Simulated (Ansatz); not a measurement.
**Two structures, one formula**

Two relaxed structures of SnSiH4O, closed shell (PBE0-D4/def2-TZVP; forces vanish, vibrations not checked).

A:

```csv
atom,x (Å),y (Å),z (Å)
O1,1.4638,1.8935,0.4216
Si2,-0.6839,-0.6879,-0.3575
Sn3,0.2218,1.7311,-1.1153
H4,-2.1573,-0.6871,-0.1111
H5,-0.4249,-1.7347,-1.3914
H6,-0.0267,-1.1457,0.9060
H7,1.4605,1.1480,1.0278
```

B:

```json
{"atom": "O1", "x (Å)": "0.0728", "y (Å)": "0.8526", "z (Å)": "-0.5983"}
{"atom": "Si2", "x (Å)": "-0.6356", "y (Å)": "-0.6006", "z (Å)": "-0.3643"}
{"atom": "Sn3", "x (Å)": "1.4188", "y (Å)": "2.0303", "z (Å)": "0.2499"}
{"atom": "H4", "x (Å)": "-2.1091", "y (Å)": "-0.4323", "z (Å)": "-0.2345"}
{"atom": "H5", "x (Å)": "-0.3633", "y (Å)": "-1.4913", "z (Å)": "-1.5257"}
{"atom": "H6", "x (Å)": "-0.1226", "y (Å)": "-1.2605", "z (Å)": "0.8704"}
{"atom": "H7", "x (Å)": "1.7390", "y (Å)": "0.9018", "z (Å)": "1.6026"}
```

Program: Ansatz 0.2.0. Basis: def2-TZVPP. Cores are frozen in the correlated methods. Filled d shells of the heavier atoms are correlated. Core potentials replace the inner electrons of the atoms past krypton. The def2 sets are not built for correlating such inner shells, so the correlated values are less sure here. B3LYP uses VWN-RPA correlation.

(1) Which structure is lower at CCSD(T), and by how much? (To be estimated.)

The T1 diagnostic stays at or below 0.018.

## Answers

(1) Computed: B, by 20.02 kcal/mol (electronic energy, against the other). By their contacts, A is SnSiH₄O ([OH][Sn][SiH3]) and B is SnSiH₄O ([SiH3][O][SnH]).

All methods give the same order:

| method | E(B) − E(A) (kcal/mol) |
| --- | --- |
| PBE-D4 | -12.47 |
| r2SCAN-D4 | -17.34 |
| PBE0-D4 | -15.27 |
| B3LYP-D4 | -18.83 |
| wB97M-V | -19.80 |
| HF | -26.74 |
| MP2 | -21.03 |
| CCSD | -21.13 |
| CCSD(T) | -20.02 |

Labels in which every atom is bracketed show which atoms are joined, not bond orders.

For scale, one of the runs: CCSD(T)/def2-TZVPP, 179 basis functions, launched by `ansatz run in.yaml --threads 2 --pin off --events-out ev --progress --plain --max-ram 4352MiB`. Hardware: 2 CPU threads of an Intel Xeon Platinum 8175M, shared host. Wall time 64 s; peak host memory 1.9 GiB.
